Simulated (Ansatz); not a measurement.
C2H4FNOSi, SMILES `C[SiH](F)N=C=O`. The species carries charge 0 and has multiplicity 1. The structure was optimised at the PBE0-D4/def2-TZVP level. It is one conformer, not always the lowest.

```xyz
10

C    -0.740   -1.396    0.347
Si    0.659   -0.260   -0.031
F     1.634   -0.177    1.230
N     0.063    1.307   -0.333
C     0.039    2.483   -0.545
O    -0.030    3.625   -0.754
H    -1.303   -1.040    1.214
H    -0.374   -2.402    0.563
H    -1.423   -1.455   -0.504
H     1.475   -0.685   -1.188
```

Q: What is the dipole moment at B3LYP/def2-TZVPP? (Estimate.)

A: The calculation gave: 2.54 D, with components (-0.97, -2.30, -0.44) D in this frame, pointing from negative to positive charge.

Q: And with PBE, r2SCAN, ωB97M-V? (Estimate.)

A: Computed: PBE 2.44 D, r2SCAN 2.49 D, ωB97M-V 2.49 D.

Q: Give the Mulliken charges with B3LYP, PBE, ωB97M-V in def2-TZVPP. (An estimate is asked.)

A: Ansatz gave: 
```
atom  B3LYP    PBE  ωB97M-V
  C1  -0.38  -0.37    -0.43
 Si2   0.67   0.56     0.63
  F3  -0.32  -0.28    -0.31
  N4  -0.26  -0.17    -0.30
  C5   0.25   0.17     0.32
  O6  -0.20  -0.16    -0.23
  H7   0.11   0.11     0.13
  H8   0.11   0.11     0.12
  H9   0.11   0.11     0.12
 H10  -0.09  -0.09    -0.05
```

B3LYP here is the variant with VWN-RPA as its local correlation; programs differ in this.
